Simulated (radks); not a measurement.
Values are calculated unless marked as measured or tabulated.
All-electron atom: Cu3+ in [Ar] 3d7 4p1 (not the ground configuration). Level of theory: scalar-relativistic Kohn-Sham, HCTH/407, spin-unpolarised, spherical densities, finite nucleus; Fermi nuclear charge, rms radius 3.8823 fm (a radial shooting solver on a logarithmic mesh with Libxc functionals). Some entries of the table are withheld. Estimate them.

orbital,occ.,eigenvalue (hartree),r(max) (bohr),<1/r> (bohr^-1)
1s,2,-327.2477,0.03414,29.13
2s,2,-41.31345,0.1967,(1)
2p,6,-35.99703,0.1582,6.212
3s,2,-6.32918,0.6096,2.033
3p,6,-4.74623,(2),1.895
3d,7,-2.18209,0.5763,1.596
4p,1,-1.05987,2.018,0.5660

Answer. 
(1) 2s <1/r> (bohr^-1): 6.329
(2) 3p r(max) (bohr): 0.6131
